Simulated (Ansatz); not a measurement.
The cluster MoSe₂⁻. Total charge -1; doublet. Geometry r2SCAN-D4/def2-TZVPD; atoms count from 1.

Cartesian coordinates in Å:
```
Mo -0.028 0.637 -0.019
Se -1.998 -0.390 0.541
Se 2.025 -0.247 -0.523
```

In the def2 sets Mo takes a core potential; there is no spin–orbit coupling. The charge -1 doublet is spin-contaminated (final ⟨S²⟩ up to 1.72, 0.75 for a pure state). At PBE0-D4/def2-TZVPD a quartet of charge -1 lies 0.70 eV below the doublet, each at its own geometry. The structure comes from a short search, and lower isomers may exist.

**Question.** Estimate the Mulliken populations from the PBE0/def2-TZVPD orbitals of Ansatz.

**Answer.** 
```csv
atom,charge (e),spin (α − β),d electrons
Mo1,0.16,0.97,4.49
Se2,-0.58,0.01,–
Se3,-0.58,0.01,–
```
Mulliken values depend strongly on the basis. With diffuse functions, as here, like atoms can get unlike values, and bond orders can come out too low or too high.

**Question.** Where does the spin sit?

**Answer.** Summed by element: Mo 0.97, Se 0.03, of 1 unpaired in all. Largest on single atoms: Mo1 0.97, Se2 0.01, Se3 0.01.

**Question.** And the Mayer bond orders between heavy atoms (over 0.3)?

**Answer.** Mo1–Se2 1.87 (2.29 Å); Mo1–Se3 1.87 (2.29 Å).
